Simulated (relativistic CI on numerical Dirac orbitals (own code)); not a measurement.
# Ni+: resonant inelastic scattering at the L2,3 edge

Computed with this model: Dirac-Coulomb-Breit CI, orbitals from a KLI potential per configuration, a model potential for QED, valence Slater integrals scaled by 0.8, Kramers-Heisenberg scattering through one core-hole configuration in a parametric crystal field; configurations [Ar] 3d9 → [He] 2s2 2p5 3s2 3p6 3d10; 10 K; core-hole width 0.4 eV; summed over polarisations. Incident energies are the highest absorption maxima for each field (at most a few, so the weaker spin-orbit partner edge can be absent), on the computed scale of the free ion. Intensities are in per cent of the strongest line above 0.02 eV; levels within 1 cm⁻¹ are merged; final levels count from the ground level, the first row holds all elastic scattering, lines under 0.4 are left out and each table stops after 24 rows. The scale of the Slater integrals is a model choice and moves the terms in proportion.

Field parameters in Wybourne normalisation: D3d B²₀ = −7Dσ, B⁴₀ = −14Dq − 21Dτ, B⁴₃ = −14√(10/7) Dq; D4h B²₀ = −7Ds, B⁴₀ = 21(Dq − Dt), B⁴₄ = 21√(5/14) Dq. The field is a parameter set, without covalency.

S is read from ⟨S²⟩ = S(S + 1).

D3d, 10Dq = 12650, Dσ = -590, Dτ = -290 cm⁻¹:

```
Final level (eV)  Degeneracy  Irrep     S  853.3 eV  870.5 eV
           0.000           2  Γ5+Γ6  0.50     116.7      33.7
           0.001           2     Γ4  0.50      73.1      21.1
           1.127           2     Γ4  0.50      92.2      29.9
           1.559           2     Γ4  0.50     100.0      22.9
           1.629           2  Γ5+Γ6  0.50      60.4      52.7
```

D4h, 10Dq = 4650, Ds = -1030, Dt = -220 cm⁻¹:

```csv
Final level (eV),Degeneracy,Irrep,S,853.2 eV,870.4 eV
0.000,2,Γ6,0.50,122.0,22.7
0.640,2,Γ7,0.50,73.3,17.2
0.945,2,Γ7,0.50,100.0,10.5
1.027,2,Γ6,0.50,85.6,48.3
1.250,2,Γ7,0.50,45.2,43.2
```

For the first field the strongest loss at the lowest incident energy is the level at 1.56 eV (S = 0.50, against 0.50 in the thermal ground state).
